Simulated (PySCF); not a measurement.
Calculation: PBE-D3(BJ)/def2-TZVP run with PySCF 2.14.0. Gas-phase values, no solvent. One relaxed conformer stands for a flexible species; it need not be the lowest. Excitations are Tamm–Dancoff values on a coarser integration grid. The basis has no diffuse functions, so Rydberg states are missing or too high.

Reference species (SMILES): `[F][Ge]([F])([F])[SH]` (neutral, multiplicity 1).

```
Item                      Value
----------------------  -------
S1 excitation (TDA)     4.96 eV
S1–T1 gap (TDA)         0.49 eV
S1 oscillator strength    0.008
T1 excitation (TDA)     4.47 eV
```

Changed species: `[SH][Ge]([SH])([SH])[SH]` (4 of 4 F replaced by SH; the reference has 1 of 4 F replaced by SH).

Question: What does the change do to the S1 excitation (TDA), S1–T1 gap (TDA), S1 oscillator strength and T1 excitation (TDA)?

Answer: the S1 excitation (TDA) falls by 0.86 eV, to 4.10 eV; the S1–T1 gap (TDA) falls by 0.15 eV, to 0.34 eV; the S1 oscillator strength hardly moves; the T1 excitation (TDA) decreases by 0.71 eV, to 3.76 eV.
